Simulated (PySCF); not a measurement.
**UHF on He (helium, neutral)**

Configuration: 1s2, closed-shell 1S. All numbers are calculated (PySCF 2.14, no relativity, point nucleus, in an even-tempered Gaussian basis (16 s from 0.09 bohr⁻², ratio 2.2; 7 p from 0.17 bohr⁻², ratio 2.4; 4 d from 0.52 bohr⁻², ratio 2.4; 4 f from 0.78 bohr⁻², ratio 2.4; 3 g from 1.2 bohr⁻², ratio 2.4)).

* Total energy: -2.861679 hartree
* One-electron energy: -3.8874 hartree
* Hartree (Coulomb) energy: 2.0515 hartree
* Exchange energy: -1.0258 hartree
* Kinetic energy: 2.86168 hartree
* ⟨S²⟩: 0.0000
* ⟨L²⟩: 0.000
* Sum of ⟨r⟩: 1.855 bohr
* Sum of ⟨r²⟩: 2.370 bohr²
* Density at the nucleus (Gaussians lack the cusp): 3.56 bohr⁻³
* Langevin diamagnetic susceptibility: -1.88 ×10⁻⁶ cm³/mol

```tsv
shell	electrons	mean orbital energy (eV)	rms radius, mean of both spins (bohr)
1s	2	-24.979	1.09
```
